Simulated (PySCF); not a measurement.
Stepwise substitution at one centre (Al OH-SH). Gas-phase values, no solvent. One relaxed conformer stands for each flexible species; it need not be the lowest. Strings in code marks are SMILES.

Method: PySCF with B3LYP-D3(BJ)/def2-TZVP. B3LYP has the VWN-RPA correlation part, as in Gaussian. Excitations are Tamm–Dancoff values on a coarser integration grid. The basis has no diffuse functions, so Rydberg states are missing or too high.

```csv
species,LUMO (eV),S1 excitation (TDA) (eV),S1 oscillator strength
0 of 3 OH replaced by SH (`[OH][Al]([OH])[OH]`),…,6.72,0.000
1 of 3 OH replaced by SH (`[OH][Al]([OH])[SH]`),-0.81,5.59,0.026
2 of 3 OH replaced by SH (`[OH][Al]([SH])[SH]`),-0.88,…,0.000
3 of 3 OH replaced by SH (`[SH][Al]([SH])[SH]`),…,5.49,0.000
```

Fill in the missing entries.


- 0 of 3 OH replaced by SH (`[OH][Al]([OH])[OH]`), LUMO (eV): -0.80
- 2 of 3 OH replaced by SH (`[OH][Al]([SH])[SH]`), S1 excitation (TDA) (eV): 5.41
- 3 of 3 OH replaced by SH (`[SH][Al]([SH])[SH]`), LUMO (eV): -0.89
